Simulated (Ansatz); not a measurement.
## What each rung costs, and what it gives

Saddle point of SiNH₂Cl₃, singlet (SiNH₂Cl₃ ([NH2][Si]([Cl])([Cl])[Cl]) → SiNHCl₂ ([NH][Si]([Cl])[Cl]) + HCl; bonds formed: Cl2–H4; bonds broken: Si1–Cl2, N3–H4), PBE0-D4/def2-TZVP structure:

Si1  (-0.339, 0.352, 0.611)
Cl2  (1.395, -1.697, -0.577)
N3  (-0.673, 0.425, -0.948)
H4  (0.439, -0.882, -1.102)
Cl5  (0.803, 1.562, 1.742)
Cl6  (-1.288, -0.961, 1.778)
H7  (-0.337, 1.200, -1.504)
(Å)

Barriers are electronic and count from the start structure reached by relaxing down the imaginary mode.

Program: Ansatz 0.2.0. Basis: as named in each row. Cores are frozen in the correlated methods. B3LYP uses VWN-RPA correlation. Extrapolation: Hartree–Fock as exp(−7.88 √X), correlation as X^−2.97.

Times are rough, for one single point on 4 threads of a shared host (Arm Neoverse V2).

The estimate by CCSD(T) at an estimated basis limit (MP2 extrapolated from triple and quadruple zeta, plus CCSD(T) − MP2 in triple zeta) is 78.25 kcal/mol.

```csv
method,basis,time (s),barrier (kcal/mol),method less estimate
HF,STO-3G,under 1,126.00,47.74
PBE-D4,STO-3G,under 1,85.24,6.99
SPW92,def2-SVP,under 1,70.45,-7.81
PBE-D4,def2-SVP,under 1,69.06,-9.19
B3LYP-D4,6-31G,under 1,78.14,-0.11
PBE0-D4,def2-SVP,1,77.16,-1.09
SPW92,def2-TZVPP,1,70.25,-8.00
PBE-D4,def2-TZVPP,2,69.22,-9.03
BLYP-D4,def2-TZVPP,2,67.72,-10.54
CCSD(T),def2-SVP,3,76.72,-1.54
B3LYP-D4,def2-TZVPP,3,74.25,-4.01
BHLYP-D4,def2-TZVPP,3,82.40,4.15
CAM-B3LYP-D4,def2-TZVPP,4,78.11,-0.14
PBE0-D4,def2-TZVPP,4,76.80,-1.45
RPA on PBE,def2-TZVPP,4,74.35,-3.90
wB97M-V,def2-SVP,5,78.73,0.48
r2SCAN-D4,def2-TZVPP,5,74.81,-3.45
r2SCAN0-D4,def2-TZVPP,6,79.85,1.60
B2PLYP,def2-TZVPP,6,75.64,-2.62
PBE-QIDH,def2-TZVPP,6,80.58,2.33
wB97X-V,def2-TZVPP,8,80.29,2.04
B97M-V,def2-TZVPP,8,76.96,-1.29
wB97M-V,def2-TZVPP,9,78.29,0.03
MP2,def2-QZVPP,16,77.74,-0.51
CCSD(T),def2-TZVPP,100,77.13,-1.12
```

All methods are single points on the PBE0-D4 structures.

T1 diagnostic: at most 0.014.

Labels in which every atom is bracketed show which atoms are joined, not bond orders.
